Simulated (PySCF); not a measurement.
All values below come from PySCF with B3LYP-D3(BJ)/def2-TZVP // PBE-D3(BJ)/def2-SVP. All species are isolated molecules in the gas phase. One relaxed conformer stands for a flexible species; it need not be the lowest. B3LYP has the VWN-RPA correlation part, as in Gaussian. 

Reference species: [Cd(CH3)2] (neutral, multiplicity 1).

The LUMO is -0.31 eV and the coordination number is 2.

Changed species: [Cd(Br)2] (2 of 2 CH3 replaced by Br; the reference has 0 of 2 CH3 replaced by Br).

Q: Give the shifts of the LUMO and coordination number.

A: the LUMO drops by 2.40 eV, to -2.71 eV; the coordination number stays essentially unchanged.
